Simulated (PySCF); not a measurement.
Sn(F)3(SH) (F3HSSn), SMILES [F][Sn]([F])([F])[SH].

Geometry: B3LYP-D3(BJ)/def2-SVP. The structure was generated by enumeration; whether it is a known compound was not checked. The def2 effective core potentials stand for the cores of Sn; spin–orbit coupling is left out. The values are those of a single conformer.

Two levels are set side by side: TDA-PBE/def2-SVPD (PySCF) and TDA-B3LYP/def2-SVPD (PySCF). Vertical, same geometry. The lowest singlet is HOMO→LUMO 99 % with PBE and HOMO→LUMO 99 % with the other functional; states are paired by order. Differences are taken from unrounded values.

| quantity | TDA-PBE |
|---|---|
| lowest singlet excitation (eV) | 3.55 |
| lowest triplet excitation (TDA) (eV) | 3.11 |
| first bright state (f over 0.05) (eV) | 5.62 |
| its oscillator strength | 0.14 |

Question: These are the TDA-PBE values. What does TDA-B3LYP give? (The exact figures need the calculation; the answer reports its results.)

Answer: 
```tsv
quantity	TDA-B3LYP	TDA-PBE minus TDA-B3LYP
lowest singlet excitation (eV)	3.87	-0.33
lowest triplet excitation (TDA) (eV)	3.39	-0.29
first bright state (f over 0.05) (eV)	6.26	-0.64
its oscillator strength	0.24	-0.09
```

A lower first singlet is the usual sign of a functional without exact exchange. Differences between two approximate levels are no errors against the true value.

Rough cost on one machine, each run with all the roots and properties that it gave: TDA-B3LYP against TDA-PBE about 3 times.
